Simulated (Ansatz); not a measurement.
Zr₂S₅⁻, relaxed as a doublet with UKS PBE-D4/def2-SVPD in Ansatz, starting from the GFN2-xTB geometry. Force threshold 0.02 eV/Å.

In the def2 sets Zr takes a core potential; there is no spin–orbit coupling. The gap within one spin of the charge -1 doublet nearly closes, so an electron or hole may be smeared out by delocalisation error. The structure comes from a short search, and lower isomers may exist.

Start:

Cartesian coordinates in Å:
```
Zr -0.821 -1.119 0.723
Zr 0.683 1.154 -0.881
S 2.561 1.997 -2.045
S 1.338 0.125 1.359
S 0.246 -1.078 -1.841
S -2.068 -2.087 2.486
S -1.938 1.007 0.199
```

(1) Estimate the energy that the relaxation releases and the steps that it takes.

(2) Does the start keep its bonding and symmetry?

(3) Predict the relaxed structure.

## Answers

(1) 0.79 eV, in 9 steps; 2.1 min on 4 threads of Arm Neoverse N1 on a shared host. No frequencies were taken in this run, so the end may be a saddle point.

(2) By distances, no bond broke or formed. The bond that changes most is Zr2–S7, from 2.84 to 2.53 Å (atoms count from 1).

(3) 
```csv
atom,x (Å),y (Å),z (Å)
Zr1,-0.8071,-0.9090,0.8399
Zr2,0.8500,0.8797,-0.8286
S3,2.1542,2.2784,-2.0876
S4,1.3923,0.0950,1.4848
S5,0.0001,-1.3957,-1.4936
S6,-2.0674,-2.2860,2.1656
S7,-1.5219,1.3376,-0.0805
```
Bond lengths (bridged metal pairs left out): 8 × S–Zr 2.29 to 2.53 Å.
